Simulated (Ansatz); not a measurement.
A run on CH$_{4}$BOSb with other settings.

```yaml
crystal:
  periodic: [false, false, false]
  atoms:
    - {symbol: O, position_ang: [-0.103670, 1.120482, -0.880906]}
    - {symbol: Sb, position_ang: [-1.758882, -0.500710, -0.438720]}
    - {symbol: B, position_ang: [0.259267, 0.428784, 0.302602]}
    - {symbol: C, position_ang: [0.344521, -1.079762, 0.074234]}
    - {symbol: H, position_ang: [-0.360312, 2.072553, -0.750893]}
    - {symbol: H, position_ang: [0.512932, 1.034411, 1.352137]}
    - {symbol: H, position_ang: [0.740558, -1.410747, -0.869985]}
    - {symbol: H, position_ang: [0.413298, -1.730717, 0.928589]}
basis:
  gaussian: {orbitals: def2-SVP}
hamiltonian: {xc: {name: B97M-V}}
accuracy: high
output: {forces: true}
```

```sh
$ ansatz run in.yaml --threads 2 --pin off --events-out ev --progress --plain --max-ram 4352MiB
```

It prints (some lines left out):

```
Functional definition: B97M-V
2165 factors; integrals over basis functions are off by at most 3.1e-9 eV
mean field evaluation 1: about -10343.3998 eV, gradient 7.4e1 eV
mean field evaluation 2: about -10255.7468 eV, gradient 1.6e2 eV
mean field evaluation 4: about -10357.5845 eV, gradient 2.5e1 eV
mean field evaluation 8: about -10359.1421 eV, gradient 4.3e-1 eV
mean field evaluation 16: about -10359.1427 eV, gradient 8.4e-5 eV
mean field -10359.14269238 eV, -380.6914722659 hartree, gradient 5.2e-8 eV, S^2 0.000000; 0 other end points of the search recorded, 0 dependent functions left out
reference -10359.14269712 eV, -380.6914724400 hartree; 23, 23 occupied and 65, 65 virtual orbitals, 2165 factors
Total energy: -10359.14269712 eV, -380.6914724400 hartree
Atom 0 at    -0.103670     1.120482    -0.880906 Å, force    -0.414791     1.621335    -0.693488 eV/Å
Atom 1 at    -1.758882    -0.500710    -0.438720 Å, force    -0.697015    -0.180167     0.025610 eV/Å
Atom 2 at     0.259267     0.428784     0.302602 Å, force     0.760338     0.249064     1.894330 eV/Å
Atom 3 at     0.344521    -1.079762     0.074234 Å, force    -0.473845     0.867880    -0.641939 eV/Å
Atom 4 at    -0.360312     2.072553    -0.750893 Å, force     0.454702    -1.432641    -0.014367 eV/Å
Atom 5 at     0.512932     1.034411     1.352137 Å, force    -0.293000    -0.201909    -0.668349 eV/Å
Atom 6 at     0.740558    -1.410747    -0.869985 Å, force     0.452649    -0.567712    -0.211417 eV/Å
Atom 7 at     0.413298    -1.730717     0.928589 Å, force     0.210962    -0.355850     0.309619 eV/Å
Dipole moment:    -0.082572     0.212189    -0.072081 e Å
```

It took 43 s on 2 threads of an Arm Neoverse V1 on a shared host, with 0.49 GiB of host memory at the peak.
